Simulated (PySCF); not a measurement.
Cartesian coordinates in Å; atom numbers follow the order of the lines, from 1:
```xyz
17

C    -2.814    0.087    0.230
P    -1.275   -0.899   -0.023
O    -1.263   -1.418   -1.444
O    -1.072   -1.795    1.181
C     0.059    0.404    0.069
C     1.368   -0.317   -0.187
C     2.592    0.537   -0.110
F     2.584    1.542   -1.003
F     2.757    1.106    1.098
F     3.717   -0.167   -0.349
H    -2.824    0.562    1.223
H    -3.660   -0.616    0.170
H    -2.937    0.849   -0.556
H    -0.111    1.187   -0.689
H     0.061    0.867    1.069
H     1.472   -1.135    0.544
H     1.333   -0.783   -1.184
```

Total charge -1.

Geometry: PBE0-D3(BJ)/def2-SVP; GIAO shifts from PySCF, gas phase, non-relativistic, averaged over equivalent atoms.

At PBE0/pcSseg-1 (212 basis functions, 42 s wall time on 1 thread of an Arm Neoverse V2, shared host):
```json
{"atoms": "C7", "δ (ppm)": "137.6"}
{"atoms": "C6", "δ (ppm)": "29.5"}
{"atoms": "C5", "δ (ppm)": "29.0"}
{"atoms": "C1", "δ (ppm)": "21.7"}
{"atoms": "P2", "δ (ppm)": "-3.8"}
{"atoms": "O4", "δ (ppm)": "159.6"}
{"atoms": "O3", "δ (ppm)": "159.5"}
{"atoms": "F8/F9/F10", "δ (ppm)": "-84.9"}
{"atoms": "H16", "δ (ppm)": "2.44"}
{"atoms": "H17", "δ (ppm)": "2.43"}
{"atoms": "H14", "δ (ppm)": "0.87"}
{"atoms": "H15", "δ (ppm)": "0.86"}
{"atoms": "H11/H12/H13", "δ (ppm)": "0.64"}
```

References, each an isolated molecule treated in the same way: 13C (σ = 184.41 ppm) and 1H (σ = 31.27 ppm) against TMS; 31P (σ = 310.13 ppm) against H3PO4; 17O (σ = 334.56 ppm) vs H2O; 19F (σ = 177.25 ppm) against CFCl3.

**Question.** Estimate the result of repeating the calculation with KT2/pcSseg-1.

**Answer.** 
```tsv
atoms	δ at KT2/pcSseg-1	change
C7	137.4	-0.2
C6	30.1	+0.6
C5	29.3	+0.3
C1	20.8	-0.9
P2	-7.7	-3.9
O4	168.8	+9.2
O3	168.8	+9.3
F8/F9/F10	-109.1	-24.2
H16	2.47	+0.03
H17	2.46	+0.03
H14	0.99	+0.12
H15	0.98	+0.12
H11/H12/H13	0.67	+0.03
```

References, each an isolated molecule treated in the same way: 13C (σref 183.22), 1H (σref 31.18) against TMS; 31P (σref 325.43) vs H3PO4; 17O (σref 330.66) vs H2O; 19F (σref 138.57) vs CFCl3.

The largest change is at F8/F9/F10 (fluorine of a CF3 group). Cost: 212 basis functions, 47 s wall time on 1 thread of an Arm Neoverse V2, shared host. The order of the carbon signals is the same at both levels.

Unscaled 19F shifts against computed CFCl3 carry errors that often reach 10 to 50 ppm. Experimental scales use liquid or dissolved standards, which lie at an offset from isolated H2O (liquid H2O: subtract about 36 ppm) and H3PO4.
